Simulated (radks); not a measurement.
Results of a calculation; reference values are marked as such.
Effect of the nuclear size on the thulium ion Tm+, [Xe] 4f13 6s1. Code: a radial shooting solver on a logarithmic mesh with Libxc functionals. Model: Dirac Kohn-Sham, relativistic LDA (MacDonald-Vosko exchange, VWN5 correlation), spin-unpolarised, spherical densities, finite nucleus; open shells are shared between the two j in proportion to 2j + 1; Fermi nuclear charge, rms radius 5.2256 fm. The rms radius is varied about that value; shifts are against it.

rms radius (fm) = 4.2536: total energy shift (eV) -11.8; density at nucleus (e/bohr^3) 9.959e+05; 1s1/2 shift (meV) -4800; 2s1/2 shift (meV) -646; 4p1/2 shift (meV) 0.132; 5s1/2 shift (meV) -5.16; 5p1/2 shift (meV) 0.286; 6s1/2 shift (meV) -0.424; 6p1/2 (empty) shift (meV) 0.117
rms radius (fm) = 4.7971: total energy shift (eV) -5.41; density at nucleus (e/bohr^3) 9.608e+05; 1s1/2 shift (meV) -2200; 2s1/2 shift (meV) -297; 4p1/2 shift (meV) 0.060; 5s1/2 shift (meV) -2.37; 5p1/2 shift (meV) 0.131; 6s1/2 shift (meV) -0.195; 6p1/2 (empty) shift (meV) 0.054
rms radius (fm) = 5.2256: total energy shift (eV) 0; density at nucleus (e/bohr^3) 9.366e+05; 1s1/2 shift (meV) 0.000; 2s1/2 shift (meV) 0.000; 4p1/2 shift (meV) 0.000; 5s1/2 shift (meV) 0.000; 5p1/2 shift (meV) 0.000; 6s1/2 shift (meV) 0.000; 6p1/2 (empty) shift (meV) 0.000
rms radius (fm) = 5.5809: total energy shift (eV) 4.73; density at nucleus (e/bohr^3) 9.184e+05; 1s1/2 shift (meV) 1920; 2s1/2 shift (meV) 259; 4p1/2 shift (meV) -0.052; 5s1/2 shift (meV) 2.07; 5p1/2 shift (meV) -0.115; 6s1/2 shift (meV) 0.170; 6p1/2 (empty) shift (meV) -0.047
rms radius (fm) = 6.2132: total energy shift (eV) 13.7; density at nucleus (e/bohr^3) 8.894e+05; 1s1/2 shift (meV) 5560; 2s1/2 shift (meV) 750; 4p1/2 shift (meV) -0.147; 5s1/2 shift (meV) 5.98; 5p1/2 shift (meV) -0.331; 6s1/2 shift (meV) 0.492; 6p1/2 (empty) shift (meV) -0.135

Slopes of the eigenvalues against <r^2> in GHz/fm^2, as finite differences over the two radii next to the reference (eigenvalue slopes, not the field-shift constants of lines): 1s1/2 123000, 2s1/2 16500, 4p1/2 -3.32, 5s1/2 132, 5p1/2 -7.30, 6s1/2 10.8, 6p1/2 (empty) -2.98.
